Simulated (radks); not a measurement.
Values are calculated unless marked as measured or tabulated.
Numerical settings for neutral rubidium, [Kr] 5s1. Level of theory: scalar-relativistic Kohn-Sham, PBE, spin-polarised, spherical densities, finite nucleus; open shells are filled with parallel spins first (spin-orbit coupling, left out, can overturn this in heavy ions); Fermi nuclear charge, rms radius 4.2036 fm (a radial shooting solver on a logarithmic mesh with Libxc functionals). The defaults (mesh step 0.008 in ln r, mesh end at 40 bohr or more with all orbitals vanishing there, Anderson mixing 0.5 over 9 steps, residual threshold near 1e-9 with the energy settled to 1e-9 hartree or 1e-11 of itself, here a cap of 53 iterations) give E = -2981.1741 hartree and 5s at -2.436 eV in 18 iterations. Run on one thread of a shared host, so times are rough (Arm Neoverse V1): 0.22 s of CPU time, 0.22 s wall, 18 iterations on 2437 mesh points. Changes against that run (0 stands for a change within the tolerance of the run):

| setting | iterations | converged | E (mhartree) | e(5s) (meV) | CPU (s) |
|---|---|---|---|---|---|
| mesh step in ln r 0.2 | 4 | no | diverged | - | 0.01 |
| mesh step in ln r 0.03 | 15 | yes | 0 | 0 | 0.07 |
| mesh step in ln r 0.05 | 15 | yes | -0.000373 | +0.00514 | 0.05 |
| mesh end (bohr) 3 | 16 | level above zero | +2.52e+03 | +5.11e+04 | 0.16 |
| mesh end (bohr) 20 | 18 | yes | +0.00235 | +0.347 | 0.21 |
| residual threshold 1e-16 | 53 | no | 0 | 0 | 0.38 |
| residual threshold 1e-13 | 53 | no | 0 | 0 | 0.38 |
| mixing 2.5 | 31 | yes | 0 | 0 | 0.33 |
| linear mixing, mixing 0.2 | 53 | no | +0.000216 | +0.0482 | 0.56 |
| linear mixing, mixing 0.8 | 45 | no | diverged | - | 0.47 |
| mixing history 3 | 25 | yes | 0 | 0 | 0.27 |
| iteration cap 5 | 5 | no | -0.0792 | +28.6 | 0.08 |

Settled on a wrong energy, with an occupied level pushed above zero by the early mesh end: mesh end (bohr) 3 (+2.52 hartree). Apart from these: no run marked as converged misses the energy by more than 1 mhartree. A mesh that ends early acts as a hard wall.
